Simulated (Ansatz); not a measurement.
`FC(F)CCC(F)F`, relaxed with RKS PBE0-D4/def2-TZVP in the Gaussian-basis code of Ansatz from a PBE-D4/def2-SVP geometry. The force threshold is 0.005 eV/Å; the program also tests the step.

Charge 0, multiplicity 1.

Start:

```xyz
14

F     1.245   -2.003    0.042
C     0.349   -1.414    0.896
F     1.053   -0.525    1.676
C    -0.738   -0.703    0.112
C    -0.222    0.327   -0.898
C     0.335    1.600   -0.282
F     0.632    2.489   -1.281
F    -0.616    2.179    0.524
H    -0.054   -2.205    1.570
H    -1.428   -0.221    0.835
H    -1.323   -1.483   -0.418
H     0.565   -0.123   -1.536
H    -1.048    0.639   -1.569
H     1.250    1.443    0.330
```

Problem. By how much does the energy fall, and how many steps does the optimiser take? (An estimate is asked.)

Solution. Ansatz gave: 5.43 kJ/mol, in 8 steps.

Problem. Which bonds change most? (Estimate.)

Solution. Computed: C2–H9 from 1.114 to 1.095 Å; C6–H14 from 1.112 to 1.092 Å; C4–H10 from 1.109 to 1.093 Å; C5–H12 from 1.109 to 1.092 Å.

Problem. Give the relaxed structure. (Estimate.)

Solution. Ansatz gave: 
```xyz
14

F     1.192   -2.060    0.018
C     0.347   -1.432    0.880
F     1.109   -0.581    1.624
C    -0.722   -0.688    0.126
C    -0.205    0.327   -0.884
C     0.310    1.607   -0.279
F     0.646    2.467   -1.277
F    -0.674    2.207    0.450
H    -0.058   -2.188    1.560
H    -1.379   -0.208    0.856
H    -1.320   -1.442   -0.392
H     0.592   -0.106   -1.492
H    -1.015    0.609   -1.562
H     1.178    1.489    0.372
```
